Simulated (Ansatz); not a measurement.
Isolated molecules relaxed with PBE0-D4/def2-TZVP in Ansatz; ΔE leaves out vibrations. CCSD(T)/CBS adds triple-zeta CCSD(T) − MP2 to the extrapolated MP2 energy (def2 sets, frozen cores). This one scheme is used for every species. DFT in def2-TZVPP. B3LYP here is the variant with VWN-RPA as its local correlation; programs differ in this. One conformer a species, not always the lowest.

Reaction (cleavage of the Si–Al bond): `[AlH2][SiH3]` + `N[SiH2]S` → `[SiH3]N[SiH2]S` + `[AlH3]`

`[AlH2][SiH3]`:

```xyz
7

Al   -0.385   -0.995   -0.919
Si    0.279    0.758    0.669
H    -1.049   -0.641   -2.318
H    -0.148   -2.521   -0.545
H    -0.427    0.581    1.971
H     1.741    0.681    0.957
H    -0.012    2.137    0.184
```

`N[SiH2]S`:

```xyz
8

N     1.279    0.574   -0.284
Si   -0.116   -0.403   -0.196
S    -1.737    0.622    0.778
H     1.497    1.075   -1.128
H     1.676    1.014    0.530
H     0.111   -1.640    0.593
H    -0.452   -0.745   -1.600
H    -2.259   -0.497    1.308
```

`[SiH3]N[SiH2]S`:

```xyz
11

Si   -0.289    0.110    1.767
N     0.090    0.690    0.183
Si   -0.317    0.010   -1.341
S     1.383   -0.509   -2.528
H    -0.994   -1.185    1.606
H     0.946   -0.088    2.574
H    -1.162    1.056    2.514
H     0.665    1.521    0.144
H    -1.028    0.968   -2.224
H    -1.161   -1.172   -1.048
H     1.867   -1.401   -1.647
```

`[AlH3]`:

```xyz
4

Al    0.000    0.000    0.000
H    -0.558    1.483   -0.054
H     0.969   -0.524   -1.141
H    -0.411   -0.959    1.194
```

| level | ΔE (kcal/mol) | difference from CCSD(T)/CBS |
| --- | --- | --- |
| PBE-D4 | -7.6 | 4.9 |
| r2SCAN-D4 | -10.6 | 1.9 |
| PBE0-D4 | -9.0 | 3.5 |
| B3LYP-D4 | -12.5 | 0.0 |
| ωB97X-V | -12.1 | 0.4 |
| B2PLYP | -12.6 | -0.1 |
| r2SCAN | -10.3 | 2.2 |
| HF/def2-TZVPP | -15.0 | -2.5 |
| MP2/def2-TZVPP | -14.9 | -2.4 |
| CCSD/def2-TZVPP | -12.6 | -0.1 |
| HF/def2-QZVPP | -15.3 | -2.8 |
| MP2/def2-QZVPP | -15.0 | -2.5 |
| SCS-MP2/def2-QZVPP | -15.2 | -2.7 |
| HF/CBS(def2) | -15.4 | -2.9 |
| MP2/CBS(def2) | -14.9 | -2.4 |
| CCSD/CBS(def2) | -12.6 | -0.1 |
| CCSD(T)/CBS | -12.5 | 0 |

Largest T1 diagnostic among the species: 0.012.

From PBE to PBE0 (25 % exact exchange), in def2-TZVPP and without D4, ΔE moves by −1.5 kcal/mol. The D4 term adds −1.6 kcal/mol with B3LYP and −0.9 kcal/mol with PBE0; it sums over pairs of atoms, weighted by their polarisabilities, and B3LYP, whose exchange is more repulsive, gets the larger term.
